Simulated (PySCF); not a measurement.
H3OSi, SMILES [SiH3][O] (connectivity only; charge and spin as stated), charge -1, multiplicity 1.

Geometry: PBE-D3(BJ)/def2-TZVPD. The spin state was assumed, not searched. The isomer is the one that the SMILES or the coordinates give; other isomers of the formula were not compared.

The numbers are results of PBE-D3(BJ)/def2-TZVPD in PySCF, not measurements.

Frequencies are harmonic and unscaled.

Modes within 1.5 cm⁻¹ of each other (mostly degenerate sets) share a row, with their intensities summed.

```csv
mode,ν (cm⁻¹),IR (km/mol),moving atoms (share of kinetic energy)
1–2,683,125.8,"H 80 %, Si 12 %, O 8 %"
3–4,911,189.8,H 96 %
5,943,45.0,"H 78 %, O 21 %"
6,1049,298.2,"O 45 %, Si 38 %, H 17 %"
7–8,1859,1026.8,H 96 %
9,1933,292.2,H 98 %
```
